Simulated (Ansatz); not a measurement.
`CB[Si](F)(F)F` + CH₃OH → `CO[Si](F)(F)F` + `BC` at 400 K and 1 bar (cleavage of the Si–B bond).

Program: Ansatz. Geometries: PBE0-D4/def2-TZVP. ΔE: electronic, gas phase. CCSD(T)/CBS adds triple-zeta CCSD(T) − MP2 to the extrapolated MP2 energy (def2 sets, frozen cores). This one scheme is used for every species. One conformer a species, not always the lowest.

```
        species  CCSD(T)/CBS energy (Eh)  H − E (kJ/mol)  S (J/(mol·K))
`CB[Si](F)(F)F`               -653.90979           188.9          411.9
          CH₃OH               -115.61712           151.2          252.6
`CO[Si](F)(F)F`               -703.74509           170.7          392.6
           `BC`                -65.83255           164.9          265.6
```

H − E and S are ideal-gas, rigid-rotor, harmonic terms from PBE0-D4/def2-TZVP, for one conformer and one mirror image of each species. 1 Eh = 2625.50 kJ/mol, R = 8.31446 J/(mol·K).

Problem. By hand: ΔE, ΔH, ΔS and ΔG.

Solution. ΔE = (-703.74509) + (-65.83255) − (-653.90979) − (-115.61712) = -0.05073 Eh = -133.2 kJ/mol. Δ(H − E) = 170.7 + 164.9 − 188.9 − 151.2 = -4.5, so ΔH = -137.7 kJ/mol. ΔS = 392.6 + 265.6 − 411.9 − 252.6 = -6.3 J/(mol·K). ΔG = -137.7 − 400 × (-6.3)/1000 = -135.2 kJ/mol.

Problem. By hand: the equilibrium constant, and the temperature at which ΔG would vanish if ΔH and ΔS stayed fixed.

Solution. log₁₀ K = −ΔG/(RT ln 10) = 17.7. ΔG = 0 at ΔH/ΔS = 21857 K, far beyond where these terms or the molecules hold.

The number of gas molecules stays the same, so ΔS is small and ΔH decides. A doubt of 5 kJ/mol in ΔE shifts log₁₀ K by 0.7 here. Other conformers and mirror images would add mixing entropy, several J/(mol·K) or more a flexible species. Modes under 60 cm⁻¹, often nearly free rotors, make the harmonic entropy too high. These are equilibria of isolated gas molecules and say nothing of rates. Largest T1 diagnostic: 0.012 (customary marks: 0.02 for closed shells, 0.045 for open ones).
